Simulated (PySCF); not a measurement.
Write Cartesian coordinates for `FCCC#CC(=C)O[SiH2]C=C` as optimised with PBE0-D3(BJ)/def2-SVP.

```xyz
22
C8H11FOSi angstrom
C      1.686    0.806    1.451
C      1.800    1.133    0.159
Si     1.884   -0.129   -1.209
O      1.557   -1.677   -0.610
C      0.348   -2.185   -0.258
C      0.215   -3.478    0.074
C     -0.740   -1.251   -0.261
C     -1.560   -0.357   -0.299
C     -2.462    0.784   -0.330
C     -1.730    2.099   -0.119
F     -0.830    2.312   -1.130
H      1.618   -0.238    1.776
H      1.650    1.563    2.243
H      1.848    2.196   -0.114
H      0.967    0.214   -2.332
H      3.276   -0.254   -1.726
H      1.084   -4.138    0.055
H     -0.758   -3.872    0.364
H     -2.997    0.818   -1.295
H     -3.232    0.682    0.454
H     -1.179    2.085    0.837
H     -2.451    2.934   -0.109
```

Any rigid rotation of these coordinates is as good. Atoms count from 1 in this order. The 6 C–C bonds span 1.214 Å (C7≡C8, drawn triple) to 1.520 Å (C9–C10, drawn single), a spread of 0.306 Å. Of the pairs four or more bonds apart, Si3···C8 is among the closest relative to their van der Waals radii: 3.57 Å, 94 % of the sum of Bondi's values. Si3 (oxygen-bound silicon) is distorted tetrahedral (angles from 103.1° to 111.7°).

Bonds between heavy atoms (Å): C1=C2 1.338, C2–Si3 1.864, Si3–O4 1.692, O4–C5 1.358, C5=C6 1.342, C5–C7 1.433, C7≡C8 1.214, C8–C9 1.454, C9–C10 1.520, C10–F11 1.371.

Method: PySCF 2.14.0, PBE0-D3(BJ)/def2-SVP geometry optimisation, gas phase.

Point group: C1 (no symmetry element, even within 0.4 Å). Not checked by PBE0-D3(BJ)/def2-SVP frequencies. The numbers are those of one conformer (C1–C2–Si3–O4 9°, C2–Si3–O4–C5 75°, Si3–O4–C5–C6 173°, C8–C9–C10–F11 63°).

Cost: about 9 min of CPU time on one thread; the machine was shared, so the figure is rough. These figures are those of the optimisation.
